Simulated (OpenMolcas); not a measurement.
What dynamic correlation does to the levels of S3+

| Quantity | Value |
| --- | --- |
| Program | OpenMolcas |
| Basis | ANO-RCC-VTZP [5s4p2d1f] |
| Scalar Hamiltonian | DKH2, point nucleus |
| Active space | 3 electrons in 9 orbitals (RAS2 3s 3p; RAS3 3d, at most 2 electrons) |
| State averaging | 2S+1 = 4 odd, 1 root; 2S+1 = 2 odd, 11 roots; 2S+1 = 4 even, 3 roots; 2S+1 = 2 even, 9 roots |
| Spin-orbit coupling | state interaction with AMFI integrals over the reference wave functions, term energies averaged over their components |

Methods on the same reference wave functions:
A. RASSCF
B. SS-RASPT2, IPEA 0.25 Eh, imaginary shift 0.1 Eh (closed shells correlated: 2s 2p)
C. MS-RASPT2, IPEA 0.25 Eh, imaginary shift 0.1 Eh (closed shells correlated: 2s 2p)
D. XMS-RASPT2, IPEA 0.25 Eh, imaginary shift 0.1 Eh (closed shells correlated: 2s 2p)

Energies in eV above 3s2 3p 2P* 1/2, the measured ground level; measured values from NIST levels in Podobedova, Kelleher and Wiese, J. Phys. Chem. Ref. Data 38, 171 (2009).

```
         Level        A       B       C       D  Measured
3s2 3p 2P* 1/2   0.0000  0.0000  0.0000  0.0000    0.0000
3s2 3p 2P* 3/2   0.1040  0.1040  0.1043  0.1043    0.1180
 3s 3p2 4P 1/2   8.4516   8.663   8.665   8.689    8.8257
 3s 3p2 4P 3/2   8.4892   8.701   8.703   8.727    8.8684
 3s 3p2 4P 5/2   8.5499   8.762   8.764   8.788    8.9361
 3s 3p2 2D 3/2  11.7382  11.692  11.694  11.705   11.6673
 3s 3p2 2D 5/2  11.7410  11.695  11.697  11.708   11.6731
 3s 3p2 2S 1/2  15.7011  15.454  15.456  15.483   15.3132
 3s 3p2 2P 1/2  16.9923  16.827  16.829  16.843   16.5667
 3s 3p2 2P 3/2  17.0595  16.894  16.896  16.910   16.6443
```

Deviations, from unrounded energies. A percentage is the sum of absolute deviations over the sum of measured energies, with the sign that they share, or ± where signs differ.

| Against measurement | Levels | A | B | C | D |
| --- | --- | --- | --- | --- | --- |
| mean absolute deviation (cm-1) | 9 | 2300 | 1100 | 1100 | 1100 |
| fine structure of the ground term (%) | 1 | -11.8 | -11.8 | -11.6 | -11.6 |
| other configurations (%) | 8 | ±2.5 | ±1.2 | ±1.2 | ±1.2 |

B, C, D lie about equally close to measurement and A furthest from it. The largest miss of B in the table is 3s 3p2 2P 1/2, by +2100 cm-1. The ranking rests on the paired levels alone, and a cruder setting can come out closer through cancelling errors.

Among B to D the level of the table that moves most is 3s 3p2 2S 1/2, by 240 cm-1 (lowest in B, highest in D). Moves below CASPT2's spread within the term are not significant.

The two smallest mean deviations differ by little beside CASPT2's spread within terms, so their order carries little weight.

The lowest spin-free term lies below A's lowest term by 0.027 hartree in B, 0.027 hartree in C, 0.028 hartree in D.

Term energies are means over components that CASPT2 splits; among the terms shown or strongly mixed into the levels shown the widest spread is 14 cm-1 (3s 3p2 2D, D). Active for correlation alone: 3d; no level in the range computed is led by a configuration that fills it, so any true level of that kind is missing. Some terms mix strongly with configurations of 3d, whose occupation reaches 0.17 (3s 3p2 2D). Measured partners are found by configuration, term and J. A level has none where our copy of the source lacks it or the pairing is in doubt (some pairs that miss far off the trend of their configuration count as doubtful), and it then counts in no deviation. Levels of configurations outside the active space are missing. Levels that lie high or do not pair safely by name in every column are left out.

* marks odd parity.
